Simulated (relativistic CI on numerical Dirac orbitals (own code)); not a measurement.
Method of calculation: Dirac-Coulomb-Breit CI, orbitals from a KLI potential per configuration, a model potential for QED, unscaled Slater integrals (own radial code, finite nucleus).

CI space: 1s2, 1s 2s, 1s 2p, 1s 3s, 1s 3p, 1s 3d, 1s 4s, 1s 4p, 1s 4d, 1s 4f, 1s 5s, 1s 5p, 1s 5d, 1s 5f, 1s 5g, 1s 6s, 1s 6p, 1s 6d. Levels of other configurations are missing.

At this charge energies of transitions that change n are usually good to better than 1 %, and those within a shell (Δn = 0) to a few per cent.

Outline of the computed level scheme of Zr XXXIX. Lowest level of each configuration: 1s2 1S_0 at 0.0 eV; 1s 2s 3S_1 at 16133.6 eV; 1s 2p 3P°_0 at 16185.2 eV; 1s 3s 3S_1 at 19147.0 eV; 1s 3p 3P°_0 at 19161.2 eV; 1s 3d 3D_2 at 19199.0 eV; 1s 4s 3S_1 at 20190.9 eV; 1s 4p 3P°_0 at 20196.7 eV; 1s 4d 3D_2 at 20212.6 eV.

Some strong electric-dipole decays among the lowest 27 levels: 1s 2p 1P°_1 → 1s2 1S_0 (2.2e+15 s⁻¹); 1s 2p 3P°_1 → 1s2 1S_0 (7.1e+14 s⁻¹); 1s 3p 1P°_1 → 1s2 1S_0 (6.2e+14 s⁻¹); 1s 4p 1P°_1 → 1s2 1S_0 (2.5e+14 s⁻¹); 1s 3p 3P°_1 → 1s2 1S_0 (1.9e+14 s⁻¹); 1s 3d 3D_3 → 1s 2p 3P°_2 (1.5e+14 s⁻¹); 1s 3d 1D_2 → 1s 2p 1P°_1 (1.3e+14 s⁻¹); 1s 3d 3D_2 → 1s 2p 3P°_1 (1.2e+14 s⁻¹).

LS names give the leading component of a level, which can be under half, so a name can repeat, a term be missing and a line seem to break the LS rules.
